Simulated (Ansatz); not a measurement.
Reaction (cleavage of the Si–Ga bond): `[NH2][GaH][SiH3]` + `CC(N)N` → `CC(N)N[SiH3]` + `[NH2][GaH2]`

Gas-phase electronic energies from Ansatz, PBE0-D4/def2-TZVP geometries. CCSD(T)/CBS adds triple-zeta CCSD(T) − MP2 to the extrapolated MP2 energy (def2 sets, frozen cores). Functionals use def2-TZVPP. B3LYP here is the variant with VWN-RPA as its local correlation; programs differ in this. For Ga outer-core shells are correlated without core-valence functions, which leaves a few kJ/mol of doubt a bond. Scalar relativity is left out up to krypton. One conformer a species, not always the lowest.

`[NH2][GaH][SiH3]`:

Cartesian coordinates in Å:
```
N -1.200 -0.561 -1.465
Ga 0.461 -0.356 -0.760
Si 0.602 0.588 1.445
H -1.383 -0.944 -2.377
H -2.049 -0.305 -0.990
H 1.643 -0.823 -1.678
H 1.266 -0.355 2.389
H -0.744 0.910 1.997
H 1.403 1.845 1.438
```

`CC(N)N`:

Z-matrix (Å, degrees):
```
C
C 1 1.521
H 1 1.095 2 111.5
H 1 1.092 2 110.6 3 119.9
H 1 1.093 2 109.8 3 -120.0
N 2 1.450 1 114.9 3 -179.1
N 2 1.450 1 109.0 3 61.9
H 2 1.103 1 108.1 3 -61.1
H 6 1.012 2 110.7 1 60.7
H 6 1.015 2 109.1 1 -58.0
H 7 1.012 2 111.2 1 -57.7
H 7 1.013 2 109.6 1 -177.6
```

`CC(N)N[SiH3]`:

Z-matrix (Å, degrees):
```
C
C 1 1.519
H 1 1.096 2 110.1
H 1 1.091 2 110.7 3 119.1
H 1 1.091 2 110.8 3 -119.6
N 2 1.446 1 109.0 3 64.2
N 2 1.458 1 112.3 3 -63.0
H 2 1.097 1 108.5 3 -179.8
H 6 1.014 2 110.4 1 -54.8
H 6 1.013 2 109.8 1 -172.9
Si 7 1.718 2 123.7 1 -97.6
H 7 1.010 2 112.9 1 55.3
H 11 1.486 7 107.6 2 -172.3
H 11 1.496 7 115.6 2 67.3
H 11 1.488 7 108.3 2 -52.4
```

`[NH2][GaH2]`:

Cartesian coordinates in Å:
```
N 0.757 0.577 -0.052
Ga -0.683 -0.520 0.047
H 0.815 1.377 -0.658
H 1.593 0.458 0.494
H -1.892 -0.178 -0.880
H -0.590 -1.714 1.049
```

```tsv
level	ΔE (kcal/mol)	difference from CCSD(T)/CBS
PBE-D4	-2.5	2.9
r2SCAN-D4	-5.1	0.3
B3LYP-D4	-6.1	-0.7
r2SCAN	-4.8	0.6
PBE0	-3.1	2.3
B3LYP	-5.1	0.3
CCSD(T)/def2-TZVPP	-5.9	-0.5
HF/def2-QZVPP	-9.2	-3.8
MP2/CBS(def2)	-7.2	-1.8
CCSD/CBS(def2)	-5.7	-0.3
CCSD(T)/CBS	-5.4	0
```

Largest T1 diagnostic among the species: 0.015.

From PBE to PBE0 (25 % exact exchange), in def2-TZVPP and without D4, ΔE moves by −1.2 kcal/mol. The D4 term adds −1.0 kcal/mol with B3LYP and −0.6 kcal/mol with PBE0; it sums over pairs of atoms, weighted by their polarisabilities, and B3LYP, whose exchange is more repulsive, gets the larger term.
